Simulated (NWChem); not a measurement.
Molecule: GeSiNH$_{7}$; SMILES N[SiH2][GeH3]

```xyz
10

Si    -0.5882     1.1951    -0.0001
N      0.7363     2.3464    -0.0002
Ge     0.0770    -1.1185     0.0000
H     -1.4170     1.4526    -1.2304
H     -1.4159     1.4525     1.2309
H      1.3344     2.3589    -0.8323
H      1.3312     2.3619     0.8342
H      0.9389    -1.4411    -1.2554
H     -1.1171    -2.1158     0.0151
H      0.9631    -1.4323     1.2408
```
Atoms are numbered in this order, from 1.

All runs use the structure optimised with PBE-D3(BJ)/def2-SVP.

Problem. List the 6 lowest vertical singlet excitations from Hartree-Fock/6-31G* (spherical d), TDHF (NWChem).

Solution. 
```csv
state,energy (eV),oscillator strength,leading excitation (squared amplitude)
S1,6.91,0.039,HOMO → LUMO (0.91)
S2,8.17,0.051,HOMO → LUMO+2 (0.88)
S3,8.60,0.404,HOMO → LUMO+1 (0.64)
S4,8.88,0.593,HOMO−1 → LUMO (0.26)
S5,9.82,0.004,HOMO → LUMO+8 (0.40)
S6,9.83,0.036,HOMO → LUMO+4 (0.39)
```
